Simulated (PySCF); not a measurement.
Ligand exchange on a metal centre used in film growth or etching (Sc Cl-OH). All species are isolated molecules in the gas phase. One relaxed conformer stands for each flexible species; it need not be the lowest.

The HOMO–LUMO gap from two functionals at the same geometries (r2SCAN-D4/def2-SVP), both in PySCF: PBE-D3(BJ)/def2-TZVP and B3LYP-D3(BJ)/def2-TZVP. B3LYP has the VWN-RPA correlation part, as in Gaussian. 

```tsv
species	PBE-D3(BJ)/def2-TZVP (eV)	B3LYP-D3(BJ)/def2-TZVP (eV)
0 of 3 Cl replaced by OH	3.71	5.35
1 of 3 Cl replaced by OH ([Sc(Cl)2(OH)])	3.87	5.55
2 of 3 Cl replaced by OH ([Sc(Cl)(OH)2])	4.02	5.73
3 of 3 Cl replaced by OH ([Sc(OH)3])	4.38	6.28
```

Over these rows, drawn at random from the members with no instability flagged (it was tested for open shells, ions and some series alone), PBE minus B3LYP-D3(BJ): mean -1.73 eV, from -1.90 eV to -1.64 eV.
